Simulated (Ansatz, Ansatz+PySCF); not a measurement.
| atom | x (Å) | y (Å) | z (Å) |
| --- | --- | --- | --- |
| Si | 0.0000 | 0.0000 | 0.0000 |
| O | 0.0000 | 0.0000 | 8.0000 |

Basis set: def2-SVP (spherical functions). Charge 0, multiplicity 1.

Computed with Ansatz (development build ahead of 0.2.0); each method stands on the lowest determinant of its kind that the runs found.

Task: Give the atomization energy at this shape (free ground-state atoms in the same class of orbitals less the molecule, no zero-point energy) of singlet SiO in separate pieces by PBE0 (unrestricted), UHF.

Result:

```tsv
method	atomization energy
PBE0 (unrestricted)	0.00 eV
UHF	0.00 eV
```

Caution: the shape is not the minimum; the unrestricted determinant is a mixture of spin states. Caution for PBE0 (unrestricted): charge can spread falsely over distant fragments.
